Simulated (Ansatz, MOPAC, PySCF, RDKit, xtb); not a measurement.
Torsion H4–O1–Si2–S3 in H2OSSi (SMILES O[Si]S); at each angle all else is relaxed with GFN2-xTB, and the levels are single points there.
Geometry at 180° (charge 0, multiplicity 1):
```xyz
5

O     -0.9806     0.4360    -0.7019
Si    -0.0330    -0.8684    -0.3900
S      1.7474    -0.0956    -1.3769
H     -1.8890     0.5089    -0.4264
H      1.2082     1.0547    -1.7536
```

```json
[
 {"level": "MMFF94", "energy at 270° less that at 180° (kcal/mol)": "0.97", "minus MP2/CBS(cc-pV(T+d)Z, cc-pV(Q+d)Z) + ΔCCSD(T)/cc-pV(T+d)Z": "-4.82", "cost": "-"},
 {"level": "GFN-FF", "energy at 270° less that at 180° (kcal/mol)": "1.75", "minus MP2/CBS(cc-pV(T+d)Z, cc-pV(Q+d)Z) + ΔCCSD(T)/cc-pV(T+d)Z": "-4.04", "cost": "-"},
 {"level": "AM1", "energy at 270° less that at 180° (kcal/mol)": "5.83", "minus MP2/CBS(cc-pV(T+d)Z, cc-pV(Q+d)Z) + ΔCCSD(T)/cc-pV(T+d)Z": "0.04", "cost": "-"},
 {"level": "PM3", "energy at 270° less that at 180° (kcal/mol)": "4.92", "minus MP2/CBS(cc-pV(T+d)Z, cc-pV(Q+d)Z) + ΔCCSD(T)/cc-pV(T+d)Z": "-0.88", "cost": "-"},
 {"level": "PM7", "energy at 270° less that at 180° (kcal/mol)": "3.73", "minus MP2/CBS(cc-pV(T+d)Z, cc-pV(Q+d)Z) + ΔCCSD(T)/cc-pV(T+d)Z": "-2.06", "cost": "-"},
 {"level": "GFN2-xTB", "energy at 270° less that at 180° (kcal/mol)": "2.15", "minus MP2/CBS(cc-pV(T+d)Z, cc-pV(Q+d)Z) + ΔCCSD(T)/cc-pV(T+d)Z": "-3.64", "cost": "-"},
 {"level": "HF/3-21G", "energy at 270° less that at 180° (kcal/mol)": "4.63", "minus MP2/CBS(cc-pV(T+d)Z, cc-pV(Q+d)Z) + ΔCCSD(T)/cc-pV(T+d)Z": "-1.16", "cost": "-"},
 {"level": "HF/6-31G*", "energy at 270° less that at 180° (kcal/mol)": "6.14", "minus MP2/CBS(cc-pV(T+d)Z, cc-pV(Q+d)Z) + ΔCCSD(T)/cc-pV(T+d)Z": "0.34", "cost": "-"},
 {"level": "HF/cc-pV(D+d)Z", "energy at 270° less that at 180° (kcal/mol)": "5.79", "minus MP2/CBS(cc-pV(T+d)Z, cc-pV(Q+d)Z) + ΔCCSD(T)/cc-pV(T+d)Z": "-0.01", "cost": "-"},
 {"level": "HF/cc-pV(Q+d)Z", "energy at 270° less that at 180° (kcal/mol)": "5.19", "minus MP2/CBS(cc-pV(T+d)Z, cc-pV(Q+d)Z) + ΔCCSD(T)/cc-pV(T+d)Z": "-0.61", "cost": "-"},
 {"level": "SVWN5/def2-TZVPP", "energy at 270° less that at 180° (kcal/mol)": "5.49", "minus MP2/CBS(cc-pV(T+d)Z, cc-pV(Q+d)Z) + ΔCCSD(T)/cc-pV(T+d)Z": "-0.31", "cost": "×0.7"},
 {"level": "PBE/def2-TZVPP", "energy at 270° less that at 180° (kcal/mol)": "5.47", "minus MP2/CBS(cc-pV(T+d)Z, cc-pV(Q+d)Z) + ΔCCSD(T)/cc-pV(T+d)Z": "-0.32", "cost": "×1"},
 {"level": "PBE-D3(BJ)/def2-TZVPP", "energy at 270° less that at 180° (kcal/mol)": "5.46", "minus MP2/CBS(cc-pV(T+d)Z, cc-pV(Q+d)Z) + ΔCCSD(T)/cc-pV(T+d)Z": "-0.33", "cost": "×1"},
 {"level": "PBE-D4/def2-TZVPP", "energy at 270° less that at 180° (kcal/mol)": "5.48", "minus MP2/CBS(cc-pV(T+d)Z, cc-pV(Q+d)Z) + ΔCCSD(T)/cc-pV(T+d)Z": "-0.32", "cost": "×1"},
 {"level": "BLYP/def2-TZVPP", "energy at 270° less that at 180° (kcal/mol)": "5.11", "minus MP2/CBS(cc-pV(T+d)Z, cc-pV(Q+d)Z) + ΔCCSD(T)/cc-pV(T+d)Z": "-0.68", "cost": "×1"},
 {"level": "BLYP-D3(BJ)/def2-TZVPP", "energy at 270° less that at 180° (kcal/mol)": "5.10", "minus MP2/CBS(cc-pV(T+d)Z, cc-pV(Q+d)Z) + ΔCCSD(T)/cc-pV(T+d)Z": "-0.70", "cost": "×1"},
 {"level": "BLYP-D4/def2-TZVPP", "energy at 270° less that at 180° (kcal/mol)": "5.15", "minus MP2/CBS(cc-pV(T+d)Z, cc-pV(Q+d)Z) + ΔCCSD(T)/cc-pV(T+d)Z": "-0.65", "cost": "×1"},
 {"level": "BP86/6-31G*", "energy at 270° less that at 180° (kcal/mol)": "6.29", "minus MP2/CBS(cc-pV(T+d)Z, cc-pV(Q+d)Z) + ΔCCSD(T)/cc-pV(T+d)Z": "0.49", "cost": "-"},
 {"level": "r2SCAN-D4/def2-TZVPP", "energy at 270° less that at 180° (kcal/mol)": "5.79", "minus MP2/CBS(cc-pV(T+d)Z, cc-pV(Q+d)Z) + ΔCCSD(T)/cc-pV(T+d)Z": "0.00", "cost": "×2"},
 {"level": "B3LYP/6-31G*", "energy at 270° less that at 180° (kcal/mol)": "6.08", "minus MP2/CBS(cc-pV(T+d)Z, cc-pV(Q+d)Z) + ΔCCSD(T)/cc-pV(T+d)Z": "0.28", "cost": "-"},
 {"level": "B3LYP/6-311+G**", "energy at 270° less that at 180° (kcal/mol)": "5.57", "minus MP2/CBS(cc-pV(T+d)Z, cc-pV(Q+d)Z) + ΔCCSD(T)/cc-pV(T+d)Z": "-0.22", "cost": "-"},
 {"level": "B3LYP/LANL2DZ", "energy at 270° less that at 180° (kcal/mol)": "5.00", "minus MP2/CBS(cc-pV(T+d)Z, cc-pV(Q+d)Z) + ΔCCSD(T)/cc-pV(T+d)Z": "-0.80", "cost": "-"},
 {"level": "B3LYP-D4/def2-TZVPP", "energy at 270° less that at 180° (kcal/mol)": "5.22", "minus MP2/CBS(cc-pV(T+d)Z, cc-pV(Q+d)Z) + ΔCCSD(T)/cc-pV(T+d)Z": "-0.57", "cost": "×1"},
 {"level": "PBE0/def2-TZVPP", "energy at 270° less that at 180° (kcal/mol)": "5.55", "minus MP2/CBS(cc-pV(T+d)Z, cc-pV(Q+d)Z) + ΔCCSD(T)/cc-pV(T+d)Z": "-0.25", "cost": "×1"},
 {"level": "PBE0-D3(BJ)/def2-TZVPP", "energy at 270° less that at 180° (kcal/mol)": "5.53", "minus MP2/CBS(cc-pV(T+d)Z, cc-pV(Q+d)Z) + ΔCCSD(T)/cc-pV(T+d)Z": "-0.26", "cost": "×1"},
 {"level": "PBE0-D4/def2-TZVPP", "energy at 270° less that at 180° (kcal/mol)": "5.55", "minus MP2/CBS(cc-pV(T+d)Z, cc-pV(Q+d)Z) + ΔCCSD(T)/cc-pV(T+d)Z": "-0.25", "cost": "×1"},
 {"level": "M06-2X/6-31G*", "energy at 270° less that at 180° (kcal/mol)": "6.32", "minus MP2/CBS(cc-pV(T+d)Z, cc-pV(Q+d)Z) + ΔCCSD(T)/cc-pV(T+d)Z": "0.52", "cost": "-"},
 {"level": "wB97X-V/def2-TZVPP", "energy at 270° less that at 180° (kcal/mol)": "5.90", "minus MP2/CBS(cc-pV(T+d)Z, cc-pV(Q+d)Z) + ΔCCSD(T)/cc-pV(T+d)Z": "0.10", "cost": "×3"},
 {"level": "wB97M-V/def2-TZVPP", "energy at 270° less that at 180° (kcal/mol)": "5.63", "minus MP2/CBS(cc-pV(T+d)Z, cc-pV(Q+d)Z) + ΔCCSD(T)/cc-pV(T+d)Z": "-0.16", "cost": "×3"},
 {"level": "MP2/6-31G*", "energy at 270° less that at 180° (kcal/mol)": "7.19", "minus MP2/CBS(cc-pV(T+d)Z, cc-pV(Q+d)Z) + ΔCCSD(T)/cc-pV(T+d)Z": "1.39", "cost": "-"},
 {"level": "MP2/cc-pV(T+d)Z", "energy at 270° less that at 180° (kcal/mol)": "6.16", "minus MP2/CBS(cc-pV(T+d)Z, cc-pV(Q+d)Z) + ΔCCSD(T)/cc-pV(T+d)Z": "0.36", "cost": "-"},
 {"level": "MP2/cc-pV(Q+d)Z", "energy at 270° less that at 180° (kcal/mol)": "5.99", "minus MP2/CBS(cc-pV(T+d)Z, cc-pV(Q+d)Z) + ΔCCSD(T)/cc-pV(T+d)Z": "0.19", "cost": "×6"},
 {"level": "MP2/CBS(cc-pV(T+d)Z, cc-pV(Q+d)Z)", "energy at 270° less that at 180° (kcal/mol)": "5.95", "minus MP2/CBS(cc-pV(T+d)Z, cc-pV(Q+d)Z) + ΔCCSD(T)/cc-pV(T+d)Z": "0.15", "cost": "-"},
 {"level": "SCS-MP2/cc-pV(T+d)Z", "energy at 270° less that at 180° (kcal/mol)": "6.11", "minus MP2/CBS(cc-pV(T+d)Z, cc-pV(Q+d)Z) + ΔCCSD(T)/cc-pV(T+d)Z": "0.31", "cost": "-"},
 {"level": "SCS-MP2/cc-pV(Q+d)Z", "energy at 270° less that at 180° (kcal/mol)": "5.94", "minus MP2/CBS(cc-pV(T+d)Z, cc-pV(Q+d)Z) + ΔCCSD(T)/cc-pV(T+d)Z": "0.14", "cost": "-"},
 {"level": "CCSD/cc-pV(D+d)Z", "energy at 270° less that at 180° (kcal/mol)": "6.68", "minus MP2/CBS(cc-pV(T+d)Z, cc-pV(Q+d)Z) + ΔCCSD(T)/cc-pV(T+d)Z": "0.88", "cost": "-"},
 {"level": "CCSD/cc-pV(T+d)Z", "energy at 270° less that at 180° (kcal/mol)": "5.93", "minus MP2/CBS(cc-pV(T+d)Z, cc-pV(Q+d)Z) + ΔCCSD(T)/cc-pV(T+d)Z": "0.13", "cost": "-"},
 {"level": "CCSD(T)/cc-pV(D+d)Z", "energy at 270° less that at 180° (kcal/mol)": "6.76", "minus MP2/CBS(cc-pV(T+d)Z, cc-pV(Q+d)Z) + ΔCCSD(T)/cc-pV(T+d)Z": "0.96", "cost": "×2"},
 {"level": "CCSD(T)/cc-pV(T+d)Z", "energy at 270° less that at 180° (kcal/mol)": "6.01", "minus MP2/CBS(cc-pV(T+d)Z, cc-pV(Q+d)Z) + ΔCCSD(T)/cc-pV(T+d)Z": "0.21", "cost": "×10"},
 {"level": "MP2/CBS(cc-pV(T+d)Z, cc-pV(Q+d)Z) + ΔCCSD(T)/cc-pV(T+d)Z", "energy at 270° less that at 180° (kcal/mol)": "5.80", "minus MP2/CBS(cc-pV(T+d)Z, cc-pV(Q+d)Z) + ΔCCSD(T)/cc-pV(T+d)Z": "0.00", "cost": "×20"}
]
```

 The comparison column counts from a level with limits of its own.

The rows run from 0.97 (MMFF94) to 7.19 kcal/mol (MP2/6-31G*). In cc-pV(T+d)Z the value moves MP2 6.16, CCSD 5.93, CCSD(T) 6.01, a shift of -0.15 from MP2 to CCSD(T). From cc-pV(T+d)Z to cc-pV(Q+d)Z MP2 changes by -0.17. The dispersion term adds -0.01 in PBE-D3(BJ), 0.01 in PBE-D4, -0.02 in BLYP-D3(BJ). The 6 functionals in def2-TZVPP without D3 or D4 span 0.78, from BLYP to wB97X-V.

On the grid 0° to 330°, 270° is the highest and 180° the lowest point at MP2/CBS(cc-pV(T+d)Z, cc-pV(Q+d)Z) + ΔCCSD(T)/cc-pV(T+d)Z.

Cores are frozen in the correlated methods. CBS: X⁻³ extrapolation of the correlation energy, Hartree–Fock from the larger set. Rows in 3-21G, 6-311+G**, 6-31G*, LANL2DZ carry no dispersion term and start afresh at each structure (6-31G* with six Cartesian d functions). MP2/6-31G* freezes PySCF's default core. LANL2DZ brings its own core potentials from Na on. The state reached by AM1, PM3, PM7 isn't checked; PM7 holds dispersion and hydrogen-bond terms.

Programs: Ansatz (a quantum-chemistry and plane-wave program); MOPAC for AM1, PM3, PM7 (differences of heats of formation); PySCF for 3-21G rows, 6-311+G** rows, 6-31G* rows, LANL2DZ rows, the dispersion terms; RDKit for the force fields; xtb for the GFN methods. Values without a source in brackets are computed.

Costs are rough ratios of core time to PBE/def2-TZVPP (about 4 s over the structures, on one shared machine); a dash marks a level with no comparable run of its own.
